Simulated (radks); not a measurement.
Results of a calculation; reference values are marked as such.
Species: Yb. Configuration: [Kr] 4d10 4f14 5s1 5p6 6s2 5f1 (not the ground configuration). Level of theory: Dirac Kohn-Sham, exchange-only LDA, spin-unpolarised, spherical densities, point nucleus; open shells are shared between the two j in proportion to 2j + 1 (a radial shooting solver on a logarithmic mesh with Libxc functionals).

Normalised radial functions P(r) = r R(r) (large component), r in bohr:

r,5p1/2,4f5/2
0.001028,0.0046,0.0000
0.001771,0.0085,0.0000
0.003051,0.0165,0.0000
0.005257,0.0333,0.0000
0.008985,0.0669,0.0000
0.01548,0.1287,0.0003
0.02667,0.2101,0.0020
0.04595,0.2257,0.0125
0.07917,0.0036,0.0652
0.1353,-0.3265,0.2549
0.2331,-0.0191,0.6931
0.4016,0.5055,1.1270
0.692,-0.3306,1.0285
1.192,-0.9950,0.5694
2.054,-0.4683,0.1994
3.511,-0.0567,0.0407
6.048,-0.0009,0.0031
10.42,0.0000,0.0000
17.95,0.0000,0.0000
30.93,0.0000,0.0000
52.87,0.0000,0.0000

5p1/2: eigenvalue -41.396 eV, 3 radial nodes at r = 0.0796, 0.236, 0.596 bohr, <r> = 1.34 bohr, 90 % of the charge inside 1.97 bohr. 4f5/2: eigenvalue -13.896 eV, 0 radial nodes, <r> = 0.755 bohr, 90 % of the charge inside 1.31 bohr.
